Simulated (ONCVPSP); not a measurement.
How hard is this Te (Z = 52) ONCV potential?

* Element: Te
* Generator: ONCVPSP 4.0.1
* Type: optimised norm-conserving Vanderbilt (ONCV)
* Functional: PBEsol
* Relativity: fully relativistic
* Frozen core: [Kr]
* Valence charge: 16
* Reference configuration: 4d10 5s2 5p4
* Partial waves: 5s: rc 1.55 bohr, ncon 4, nbas 7, qcut 4.2 1/bohr, 2 projectors, debl 1.2 Ha; 5p: rc 1.75 bohr, ncon 4, nbas 9, qcut 5.2 1/bohr, 2 projectors, debl 0.7 Ha; 4d: rc 0.95 bohr, ncon 3, nbas 7, qcut 11.6 1/bohr, 2 projectors, debl 2.7 Ha
* Local potential: polynomial inside 0.65 bohr (lpopt 5, dvloc0 4 Ha)
* Core correction: Teter function, fcfact 4, rcfact 1.55

Open shells are filled in proportion to 2j + 1.

Problem. For each optimised wave give the share of its norm inside rc, the residual kinetic energy above qcut (Ha) and the cutoffs (Ha) for errors of 10, 1, 0.1 and 0.01 mHa per electron.

Solution.

```json
{"wave": "5s", "norm inside rc": "0.225", "residual KE": "4.1e-03", "10 mHa": "5.5", "1 mHa": "42.0", "0.1 mHa": "53.2", "0.01 mHa": "79.7"}
{"wave": "s projector 2", "norm inside rc": "0.115", "residual KE": "8.3e-04", "10 mHa": "6.4", "1 mHa": "8.8", "0.1 mHa": "58.7", "0.01 mHa": "76.2"}
{"wave": "5p j=3/2", "norm inside rc": "0.156", "residual KE": "3.7e-04", "10 mHa": "2.0", "1 mHa": "7.0", "0.1 mHa": "59.8", "0.01 mHa": "91.6"}
{"wave": "p projector 2 j=3/2", "norm inside rc": "0.104", "residual KE": "5.6e-04", "10 mHa": "6.3", "1 mHa": "11.6", "0.1 mHa": "76.0", "0.01 mHa": "115.8"}
{"wave": "5p j=1/2", "norm inside rc": "0.188", "residual KE": "1.5e-04", "10 mHa": "3.9", "1 mHa": "7.7", "0.1 mHa": "26.1", "0.01 mHa": "87.2"}
{"wave": "p projector 2 j=1/2", "norm inside rc": "0.110", "residual KE": "7.7e-04", "10 mHa": "7.4", "1 mHa": "12.9", "0.1 mHa": "61.6", "0.01 mHa": "113.8"}
{"wave": "4d j=5/2", "norm inside rc": "0.528", "residual KE": "1.7e-05", "10 mHa": "41.9", "1 mHa": "52.6", "0.1 mHa": "61.5", "0.01 mHa": "71.5"}
{"wave": "d projector 2 j=5/2", "norm inside rc": "0.091", "residual KE": "2.0e-05", "10 mHa": "37.9", "1 mHa": "50.3", "0.1 mHa": "61.0", "0.01 mHa": "71.1"}
{"wave": "4d j=3/2", "norm inside rc": "0.541", "residual KE": "2.3e-05", "10 mHa": "42.7", "1 mHa": "53.5", "0.1 mHa": "62.3", "0.01 mHa": "84.7"}
{"wave": "d projector 2 j=3/2", "norm inside rc": "0.090", "residual KE": "2.3e-05", "10 mHa": "38.6", "1 mHa": "51.0", "0.1 mHa": "61.5", "0.01 mHa": "71.3"}
```

The occupied waves need 53 Ha and 62 Ha for 1 and 0.1 mHa. Note: ghosts flagged at negative energy: s at -144.6 eV, p3/2 at -87.9 eV, p1/2 at -89.5 eV; GHOST(+) flagged for s at 39.0 eV, p3/2 at 482.8 eV. A true bound ghost makes a file unfit for plane-wave use. Its largest configuration-test error is -392 meV.
